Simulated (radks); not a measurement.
Results of a calculation; reference values are marked as such.
Sb3+, 48 electrons, occupied as [Kr] 4d10 5s1 5d1 (not the ground configuration). Level of theory: Dirac Kohn-Sham, B86b exchange with PBE correlation, spin-unpolarised, spherical densities, finite nucleus; open shells are shared between the two j in proportion to 2j + 1; Fermi nuclear charge, rms radius 4.6802 fm (a radial shooting solver on a logarithmic mesh with Libxc functionals).

Unscreened Slater integrals over Kohn-Sham orbitals (eV). Large and small components are both included. Empty in this configuration: 5p1/2.

F0(5d5/2,5d5/2): 7.6075
F2(5d5/2,5d5/2): 4.1168
F4(5d5/2,5d5/2): 2.7841
F0(5d5/2,5d3/2): 7.6344
F2(5d5/2,5d3/2): 4.1308
G2(5d5/2,5d3/2): 4.1301
G4(5d5/2,5d3/2): 2.7925
F0(5d5/2,5s1/2): 8.9603
G2(5d5/2,5s1/2): 2.7714
F0(5d5/2,4d5/2): 9.7700
F2(5d5/2,4d5/2): 2.0019
F4(5d5/2,4d5/2): 0.86254
G0(5d5/2,4d5/2): 0.51405
G2(5d5/2,4d5/2): 0.60510
G4(5d5/2,4d5/2): 0.48730
F0(5d5/2,5p1/2): 8.6871
G3(5d5/2,5p1/2): 2.8588
F0(5d3/2,5d3/2): 7.6618
F2(5d3/2,5d3/2): 4.1456
F0(5d3/2,5s1/2): 9.0125
G2(5d3/2,5s1/2): 2.8557
F0(5d3/2,4d5/2): 9.8307
F2(5d3/2,4d5/2): 2.0265
G2(5d3/2,4d5/2): 0.60300
G4(5d3/2,4d5/2): 0.48727
F0(5d3/2,5p1/2): 8.7335
G1(5d3/2,5p1/2): 4.6342
F0(5s1/2,5s1/2): 12.290
F0(5s1/2,4d5/2): 14.890
G2(5s1/2,4d5/2): 2.0823
F0(5s1/2,5p1/2): 11.451
G1(5s1/2,5p1/2): 7.7686
F0(4d5/2,4d5/2): 24.122
F2(4d5/2,4d5/2): 12.180
F4(4d5/2,4d5/2): 8.0512
F0(4d5/2,5p1/2): 13.337
G3(4d5/2,5p1/2): 1.2921
F0(5p1/2,5p1/2): 10.794
